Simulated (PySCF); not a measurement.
# Spinor energies of S (sulfur, neutral)

Start: [Ne] 3s2 3p4; 3p1/2 filled at m_j = -1/2, +1/2; 3p3/2 filled at m_j = +1/2, +3/2. Calculated with PySCF 2.14 in x2c-QZVPPall-2c (9s7p4d2f1g, 73 functions): generalised Hartree-Fock with the X2C-1e Hamiltonian and a Gaussian nucleus; one run each with spin-orbit coupling (SO) switched off, then screened by Boettger's factors.

| spinor shell | electrons | ε, spin-free (eV) | ε, screened SO (eV) | weight of nominal j (screened SO) | rms radius, screened SO (bohr) |
| --- | --- | --- | --- | --- | --- |
| 1s1/2 | 2 | -2511.5 | -2511.4 | 1.000 | 0.112 |
| 2s1/2 | 2 | -246.36 | -246.35 | 1.000 | 0.516 |
| 2p1/2 | 2 | -181.83 | -182.95 | 0.935 | 0.489 |
| 2p3/2 | 4 | -181.83 | -181.25 | 0.967 | 0.492 |
| 3s1/2 | 2 | -24.075 | -24.069 | 0.999 | 1.85 |
| 3p3/2 | 2 | -11.944 | -12.728 | 0.832 | 2.21 |
| 3p1/2 | 2 | -11.944 | -11.164 | 0.679 | 2.29 |

| quantity | spin-free | screened SO |
| --- | --- | --- |
| E (hartree) | -398.59206 | -398.59358 |
| M_J | 2 | 2 |
| ⟨J²⟩ | 6.018 | 6.020 |
| ⟨L²⟩ | 2.012 | 2.016 |
| ⟨S²⟩ | 2.006 | 2.004 |

Each row is a mean over spinors that exchange with the open shell spreads, by up to 5.920 eV (3s1/2).

Rows whose weight is well below 1 are mixtures of j = l ± 1/2: exchange outweighs spin-orbit coupling there, and the label is only the starting occupation.

Without spin-orbit coupling the j labels of p, d and f shells carry no meaning; the spin-free column gives the mean over the occupied spinors of each nl shell.
